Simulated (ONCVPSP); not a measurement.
## tantalum, ONCV: configuration errors across variants

ONCVPSP 4.0.1 input, shortened (lines: element, Z, core and valence counts, functional; n l f; lmax; l rc ep ncon nbas qcut; lloc lpopt rc5 dvloc0; l nproj debl; icmod fcfact rcfact), PBE, scalar-relativistic:

```
  Ta 73.00   10    3        4      upf
    1    0    2.00
    2    0    2.00
    2    1    6.00
    3    0    2.00
    3    1    6.00
    3    2   10.00
    4    0    2.00
    4    1    6.00
    4    2   10.00
    4    3   14.00
    5    0    2.00
    5    1    6.00
    5    2    2.00
    2
    0    1.65    0.00    3    6    8.90
    1    1.40    0.00    4    7    5.70
    2    1.40    0.00    4    8    7.40
    2    5    1.40    0.00
    0    2    1.20
    1    2    0.50
    2    0    2.70
    3    6.00    1.75
```

In the s channel the program set the typed energies aside and used -3.713, 0.050 Ha. In the p channel the program set the typed energies aside and used -2.468, 0.250 Ha.

All-electron excitation energies from the reference (eV): (1) 5s2 5p6 5d3 6s2 -47.044; (2) 5s2 5p6 5d3 6s1 -38.576; (3) 5s2 5p6 5d3 -23.604.

6 further variants failed, have other tests or another functional or relativity, and are left out.

Errors AE − PS in meV (a dash: test not solved or not reliable):

| change | (1) | (2) | (3) | bound ghosts | GHOST(+) flags above zero |
| --- | --- | --- | --- | --- | --- |
| base | -239 | -170 | -83 | none | none |
| p: qcut 7.9 | -232 | -165 | -82 | none | none |
| d: nbas 7 | -239 | -170 | -83 | none | none |
| p: qcut 8.5 | -232 | -165 | -82 | none | none |
| core correction Teter function, fcfact 6, rcfact 1.26 | +60 | +29 | -0.3 | none | none |
| core correction Teter function, fcfact 1.3, rcfact 1.75 | -23 | -27 | -25 | none | none |

Give the same row for: s: qcut 9.6; p: qcut 6.2; d: qcut 8.

-240, -170, -83; bound ghosts: none; GHOST(+) flags above zero: none.
